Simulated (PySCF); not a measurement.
Compound: C₃H₁₂GeOSi.
Geometry (PBE0-D3(BJ)/def2-SVP, Å), atoms numbered from 1 in this order:
```
atom  x, y, z in Å
C1    -1.2999    0.7351    1.1940
Si2   -0.4094   -0.1184   -0.2212
C3     0.0519   -1.8684    0.2784
C4    -1.4649   -0.1188   -1.7650
O5     0.9801    0.7359   -0.5976
Ge6    2.4761    1.1413    0.2601
H7    -0.6945    0.7319    2.1144
H8    -1.5198    1.7839    0.9387
H9    -2.2557    0.2358    1.4209
H10    0.6227   -2.3709   -0.5182
H11   -0.8466   -2.4723    0.4845
H12    0.6700   -1.8726    1.1908
H13   -1.7257    0.9092   -2.0603
H14   -0.9238   -0.5844   -2.6034
H15   -2.4007   -0.6789   -1.6093
H16    2.1314    1.8899    1.5647
H17    3.2451   -0.1561    0.5834
H18    3.2868    2.0378   -0.6874
```

Computed, not measured: core-valence-separated Tamm–Dancoff BHandHLYP/aug-pcX-1 (pcseg-1 on H, def2-SVPD on Si, def2-SVPD on Ge) in PySCF, non-relativistic, gas phase, PBE0-D3(BJ)/def2-SVP geometry. No empirical shift is added; at this level the pattern usually sits a few eV under experiment.

The lowest roots of each edge with f over 0.003 (five at most, numbered afresh; weaker and dark ones are left out), with transition dipoles (au) in the frame of the coordinates:

```tsv
root	edge	E (eV)	μx	μy	μz
1	C	284.83	0.0131	-0.0102	-0.0199
2	C	284.83	-0.0020	0.0219	-0.0148
3	C	284.87	-0.0193	-0.0040	-0.0177
4	C	285.60	-0.0324	-0.0253	-0.0457
5	C	285.61	0.0555	-0.0065	0.0402
6	O	531.32	0.0269	0.0030	0.0260
7	O	533.12	-0.0141	-0.0022	-0.0126
8	O	533.50	0.0110	0.0181	-0.0246
9	O	533.68	-0.0151	0.0270	0.0134
10	O	534.02	0.0173	0.0081	0.0013
```

Question: What are the oscillator strengths?

Answer: f = (2/3) ΔE |μ|², with ΔE in hartree (27.2114 eV):

| root | ΔE (Eh) | \|μ\|² (au) | f | core hole on |
| --- | --- | --- | --- | --- |
| 1 | 10.4674 | 0.000672 | 0.005 | C1/C3 |
| 2 | 10.4674 | 0.000703 | 0.005 | C1/C3 |
| 3 | 10.4689 | 0.000702 | 0.005 | C4 |
| 4 | 10.4958 | 0.003778 | 0.026 | C1/C3 |
| 5 | 10.4961 | 0.004739 | 0.033 | C1/C3 |
| 6 | 19.5258 | 0.001409 | 0.018 | O5 |
| 7 | 19.5917 | 0.000362 | 0.005 | O5 |
| 8 | 19.6056 | 0.001054 | 0.014 | O5 |
| 9 | 19.6125 | 0.001137 | 0.015 | O5 |
| 10 | 19.6247 | 0.000367 | 0.005 | O5 |

Question: Molecules are fixed in this frame and the field points along (0, 1, 1)/√2. What effective strengths 3 f cos²θ do the roots have (θ between field and μ)?

Answer: root 1 (C1/C3): 0.009, root 2 (C1/C3): 0.001, root 3 (C4): 0.005, root 4 (C1/C3): 0.053, root 5 (C1/C3): 0.012, root 6 (O5): 0.016, root 7 (O5): 0.004, root 8 (O5): 0.001, root 9 (O5): 0.032, root 10 (O5): 0.002. Root 4 is the strongest. Averaged over all orientations cos²θ is 1/3, which gives f back. For degenerate partners only the sum has meaning, as the program may mix them freely.

 Relativistic effects, spin–orbit coupling among them, are left out although an element past zinc is present.
